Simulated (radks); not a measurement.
Radial electron density D(r) = 4 pi r^2 rho(r) of an atom or ion with 13 electrons. Calculated with a radial shooting solver on a logarithmic mesh with Libxc functionals: scalar-relativistic Kohn-Sham, r2SCAN, spin-polarised, spherical densities, finite nucleus; meta-GGA in the generalised Kohn-Sham scheme; Fermi nuclear charge, rms radius of each element as measured or else 0.836 A^(1/3) + 0.57 fm.

```
   r/bohr * D(r) (the largest magnitude, 17.1, reaches the edge; | marks zero)
 0.006078 |  *
 0.007726 |   *
 0.009822 |      *
  0.01259 |         *
    0.016 |             *
  0.02034 |                   *
  0.02586 |                           *
  0.03287 |                                   *
  0.04179 |                                            *
  0.05312 |                                                   *
  0.06753 |                                                      *
  0.08585 |                                                    *
   0.1091 |                                             *
   0.1387 |                                     *
   0.1778 |                                  *
    0.226 |                                     *
   0.2873 |                                              *
   0.3653 |                                                  *
   0.4643 |                                              *
   0.5903 |                                *
   0.7504 |                 *
    0.954 |        *
    1.213 |      *
    1.542 |      *
    1.976 |    *
    2.511 |  *
    3.193 |*
    4.059 *
     5.16 *
    6.559 *
```

What is the nuclear charge?

Answer. Z = 15. The innermost maximum, from 1s, lies near gamma/Z bohr with gamma = sqrt(1 - (Z/c)^2) = 0.994, here 0.0663 bohr (found: 0.0697), and its height grows with Z. The density is that of the phosphorus ion P2+ in [Ne] 3s2 3p1; the configuration itself is not fixed sharply by these data, and Z only to about a unit. D(r) has 3 maxima, at r = 0.0697, 0.371, 1.46 bohr, and minima at 0.178, 1.23 bohr, inside which lie 2.18, 10.45 electrons.
